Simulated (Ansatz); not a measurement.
Input for Ansatz (a quantum-chemistry and plane-wave program): R-PBE0/def2-TZVPP on CH5BSe (SMILES CB[SeH]), a point of a torsion scan.

Ansatz 0.2 input:
```yaml
crystal:
  periodic: [false, false, false]
  atoms:
    - {symbol: C, position_ang: [-0.93371711, -0.16369753, 0.12962821]}
    - {symbol: B, position_ang: [0.36869966, 0.70374260, 0.02216061]}
    - {symbol: Se, position_ang: [2.07368306, -0.14083731, -0.10983806]}
    - {symbol: H, position_ang: [-1.32765019, -0.27831941, -0.88239505]}
    - {symbol: H, position_ang: [-0.77313390, -1.16859166, 0.51920142]}
    - {symbol: H, position_ang: [-1.72569673, 0.30353940, 0.71187827]}
    - {symbol: H, position_ang: [0.31369308, 1.86063119, -0.15137454]}
    - {symbol: H, position_ang: [2.75655888, 0.87694034, -0.86866968]}
basis:
  gaussian:
    orbitals: def2-TZVPP
hamiltonian:
  xc: {name: PBE0}
scf: {lower_state_search: off}
```

It printed:

```
WARN ansatz: RAYON_NUM_THREADS=1 ignored (pool sized by the plan → 1); use --threads N
Functional definition: PBE0
these checks for a lower state are left out or cut short: stability, starts, cluster_reference, orbital_swaps, neighbouring_geometries, increment
integrals: 0.08 GiB planned
1056 factors; their error is unknown
mean field: 0.80 GiB planned
mean field evaluation 1: about -67128.7085 eV, gradient 5.1e1 eV
mean field evaluation 2: about -67125.1888 eV, gradient 6.0e1 eV
mean field evaluation 4: about -67135.0811 eV, gradient 3.3e0 eV
mean field evaluation 8: about -67135.1068 eV, gradient 2.1e-2 eV
mean field evaluation 16: about -67135.5142 eV, gradient 7.0e-5 eV
mean field -67135.51415589 eV, -2467.1846391432 hartree, gradient 3.8e-6 eV, S^2 0.000000; 0 other end points of the search recorded, 0 dependent functions left out
reference -67135.51418446 eV, -2467.1846401931 hartree; 25, 25 occupied and 155, 155 virtual orbitals, 1056 factors
Total energy: -67135.51418446 eV, -2467.1846401931 hartree
Checks for a lower state left out: stability, starts, cluster_reference, orbital_swaps, neighbouring_geometries, increment
```

The run converged.

Cost: roughly 2.2 core-seconds.
